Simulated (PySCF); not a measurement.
Ca⁺ (calcium, charge +1) across methods

[Ar] 4p1, 2P determinant (an excited configuration). All numbers are calculated (PySCF 2.14, scalar relativity by spin-free X2C-1e, in dyall-av3z).

| method | E (hartree) | mean ε 3p α (eV) | mean ε 3p β (eV) | mean ε 4p α (eV) | Σ⟨r²⟩ (bohr²) | ⟨S²⟩ |
| --- | --- | --- | --- | --- | --- | --- |
| UHF | -679.34028 | -44.396 | -44.257 | -8.435 | 38.66 | 0.750 |
| TPSS | -680.160 | -36.310 | -36.244 | -6.971 | 36.49 | 0.750 |
| LDA | -678.268 | -36.096 | -36.016 | -6.959 | 36.21 | 0.750 |
| PBE0 | -679.961 | -38.427 | -38.335 | -7.473 | 36.68 | 0.750 |
| MN15 | -680.516 | -39.429 | -39.325 | -7.287 | 37.10 | 0.750 |
| r2SCAN | -680.099 | -36.819 | -36.763 | -7.000 | 36.62 | 0.750 |
| PBE | -679.921 | -36.042 | -35.965 | -7.025 | 36.33 | 0.750 |
| r2SCAN0 | -680.093 | -38.923 | -38.845 | -7.422 | 36.82 | 0.750 |
